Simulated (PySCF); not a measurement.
HKO (SMILES [OH][K]), singlet, at a GFN2-xTB geometry (such geometries of metal compounds can be far from the true shape); M062X/pcseg-1 (PySCF).

The PySCF input:
```python
from pyscf import gto, scf, dft

mol = gto.M(
    atom='''
K    -0.515992   -0.253325   -0.435053
O     1.047786    0.444316    0.880931
H     1.421565    1.258641    1.218564
''',
    basis='pcseg-1',
    charge=0,
    spin=0,
    verbose=4,
)

mf = dft.RKS(mol)
mf.xc = 'm062x'
mf.conv_tol_grad = 1e-3
mf.kernel()
```

The log (banner, timings and long lists left out):

```
PySCF version 2.14.0

[INPUT] verbose = 4
[INPUT] num. atoms = 3
[INPUT] num. electrons = 28
[INPUT] charge = 0
[INPUT] spin (= nelec alpha-beta = 2S) = 0
[INPUT] symmetry False subgroup None
[INPUT] Mole.unit = angstrom
[INPUT] Symbol           X                Y                Z      unit          X                Y                Z       unit  Magmom
[INPUT]  1 K     -0.515992000000  -0.253325000000  -0.435053000000 AA   -0.975083562467  -0.478714870505  -0.822131019670 Bohr   0.0
[INPUT]  2 O      1.047786000000   0.444316000000   0.880931000000 AA    1.980028577154   0.839635552762   1.664718324639 Bohr   0.0
[INPUT]  3 H      1.421565000000   1.258641000000   1.218564000000 AA    2.686368518267   2.378486779149   2.302752225254 Bohr   0.0

nuclear repulsion = 45.0605955868362
number of shells = 8
number of NR pGTOs = 96
number of NR cGTOs = 43
basis = pcseg-1
ecp = {}

******** <class 'pyscf.dft.rks.RKS'> ********
method = RKS
initial guess = minao
damping factor = 0
level_shift factor = 0
DIIS = <class 'pyscf.scf.diis.CDIIS'>
diis_start_cycle = 1
diis_space = 8
diis_damp = 0
SCF conv_tol = 1e-09
SCF conv_tol_grad = 0.001
SCF max_cycles = 50
direct_scf = True
direct_scf_tol = 1e-13
XC library pyscf.dft.libxc version 7.1.2
    S. Lehtola, C. Steigemann, M. J. T. Oliveira, and M. A. L. Marques,  SoftwareX 7, 1–5 (2018)
XC functionals = m062x
    Y. Zhao and D. G. Truhlar,  Theor. Chem. Acc. 120, 215 (2008)
    Y. Zhao and D. G. Truhlar,  Theor. Chem. Acc. 120, 215 (2008)
radial grids:
    Treutler-Ahlrichs [JCP 102, 346 (1995); DOI:10.1063/1.469408] (M4) radial grids

becke partition: Becke, JCP 88, 2547 (1988); DOI:10.1063/1.454033
pruning grids: <function nwchem_prune>
grids dens level: 3
symmetrized grids: False
atomic radii adjust function: <function treutler_atomic_radii_adjust>
small_rho_cutoff = 0
Initial guess from minao.
tot grids = 43936
init E= -675.391880553684
  HOMO = -0.45010679320472  LUMO = -0.0830679515964476  gap/eV = 9.98764
cycle= 1 E= -675.476547766756  delta_E= -0.0847  |g|= 0.877  |ddm|= 1.56
  HOMO = -0.0106309727547798  LUMO = -0.00595025364857626  gap/eV = 0.12737
cycle= 2 E= -673.726520258192  delta_E= 1.75  |g|= 2.32  |ddm|= 2.67
  HOMO = -0.303776924939725  LUMO = -0.0415855086916084  gap/eV = 7.13459
cycle= 3 E= -675.616222016879  delta_E= -1.89  |g|= 0.273  |ddm|= 2.48
  HOMO = -0.232651719484747  LUMO = -0.0360510252915551  gap/eV = 5.34978
cycle= 4 E= -675.635113534485  delta_E= -0.0189  |g|= 0.0566  |ddm|= 0.249
  HOMO = -0.22832582414869  LUMO = -0.0308655006024474  gap/eV = 5.37317
cycle= 5 E= -675.635927368283  delta_E= -0.000814  |g|= 0.00445  |ddm|= 0.07
  HOMO = -0.23010836062129  LUMO = -0.0301450469442095  gap/eV = 5.44128
cycle= 6 E= -675.635937026715  delta_E= -9.66e-06  |g|= 0.00161  |ddm|= 0.0106
  HOMO = -0.23032874364255  LUMO = -0.030112417310709  gap/eV = 5.44816
cycle= 7 E= -675.635937833936  delta_E= -8.07e-07  |g|= 0.00058  |ddm|= 0.00199
  HOMO = -0.23043564384101  LUMO = -0.0301399864700067  gap/eV = 5.45032
cycle= 8 E= -675.635937952875  delta_E= -1.19e-07  |g|= 9.79e-05  |ddm|= 0.000877
  HOMO = -0.230451719622891  LUMO = -0.0301455874756176  gap/eV = 5.45061
cycle= 9 E= -675.63593795926  delta_E= -6.39e-09  |g|= 1.25e-05  |ddm|= 0.000305
  HOMO = -0.230452184614556  LUMO = -0.0301468029579564  gap/eV = 5.45059
cycle= 10 E= -675.635937959419  delta_E= -1.58e-10  |g|= 3.75e-06  |ddm|= 4.77e-05
  HOMO = -0.230451520961785  LUMO = -0.0301469697138694  gap/eV = 5.45056
Extra cycle  E= -675.635937959431  delta_E= -1.26e-11  |g|= 2.16e-06  |ddm|= 1.33e-05
converged SCF energy = -675.635937959431
```
